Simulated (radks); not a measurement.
Effect of the nuclear size on neutral gadolinium, [Xe] 4f7 5d1 6s2. Method: Dirac Kohn-Sham, PBE, spin-unpolarised, spherical densities, finite nucleus; open shells fill j = l - 1/2 first; Fermi nuclear charge, rms radius 5.1569 fm; computed with a radial shooting solver on a logarithmic mesh with Libxc functionals. The rms radius is varied about that value; shifts are against it.

rms radius (fm)  total energy shift (eV)  density at nucleus (e/bohr^3)  1s1/2 shift (meV)  2s1/2 shift (meV)  5s1/2 shift (meV)  5p1/2 shift (meV)  6s1/2 shift (meV)  5d3/2 shift (meV)  6p1/2 (empty) shift (meV)
4.5639                             -4.56                      6.483e+05              -1880               -242              -1.85              0.237             -0.100              0.156                      0.067
4.863                              -2.31                       6.38e+05               -954               -123             -0.940              0.120             -0.051              0.079                      0.034
5.1569                                 0                      6.285e+05              0.000              0.000              0.000              0.000              0.000              0.000                      0.000
5.5076                              2.89                      6.181e+05               1190                154               1.18             -0.150              0.063             -0.099                     -0.043
6.147                               8.53                       6.01e+05               3520                453               3.46             -0.442              0.187             -0.292                     -0.126

Slopes of the eigenvalues against <r^2> in GHz/fm^2, as finite differences over the two radii next to the reference (eigenvalue slopes, not the field-shift constants of lines): 1s1/2 77600, 2s1/2 10000, 5s1/2 76.5, 5p1/2 -9.77, 6s1/2 4.13, 5d3/2 -6.44, 6p1/2 (empty) -2.78.
